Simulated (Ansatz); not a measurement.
Reactions of H$_{5}$N$_{2}$OSc, SMILES `[NH2][Sc]([NH2])[OH]`.

Isolated molecules relaxed with PBE0-D4/def2-TZVP in Ansatz; ΔE leaves out vibrations. CCSD(T)/CBS adds triple-zeta CCSD(T) − MP2 to the extrapolated MP2 energy (def2 sets, frozen cores). DFT in def2-TZVPP. Elements past krypton have def2 core potentials. For Ge, In, Sc outer-core shells are correlated without core-valence functions, which leaves a few kJ/mol of doubt a bond. Scalar relativity is left out up to krypton. Each species was taken in one conformer, which may not be the lowest.

```tsv
reaction	ωB97M-V (kJ/mol)	ωB97X-V (kJ/mol)
`[NH2][Sc]([NH2])[OH]` + `CO[Si](O)(F)F` → `C[O][Sc]([NH2])[OH]` + `N[Si](O)(F)F`	-38	-40
`[NH2][Sc]([NH2])[OH]` + `CO[SiH](O)[SiH3]` → `[NH2][Sc]([OH])[OH]` + `CO[SiH](N)[SiH3]`	-33	-34
`[NH2][Sc]([NH2])[OH]` + `C[Si](C)(O)O` → `[NH2][Sc]([OH])[OH]` + `C[Si](C)(N)O`	-30	-32
`[NH2][Sc]([NH2])[OH]` + `F[Si]([SiH3])(Cl)Cl` → `[NH2][Sc]([OH])[Cl]` + `N[Si](F)([SiH3])Cl`	-96	-98
`[NH2][Sc]([NH2])[OH]` + `[OH][In]([SH])[O][SiH3]` → `[NH2][Sc]([OH])[O][SiH3]` + `[NH2][In]([OH])[SH]`	-64	-65
`[NH2][Sc]([NH2])[OH]` + `[F][Ge][O][SiH3]` → `[NH2][Sc]([OH])[F]` + `[NH2][Ge][O][SiH3]`	-73	-76
`[NH2][Sc]([NH2])[OH]` + `O[SiH2][SiH2]CF` → `[NH2][Sc]([NH2])[F]` + `OC[SiH2][SiH2]O`	-59	-60
```

(1) Give the CCSD(T)/CBS values in the same order. (Estimate.)

Largest T1 diagnostic: 0.016, for `[NH2][Sc]([OH])[F]`.

Results:

(1) The calculation gave: -40, -32, -30, -94, -66, -72, -54 kJ/mol.
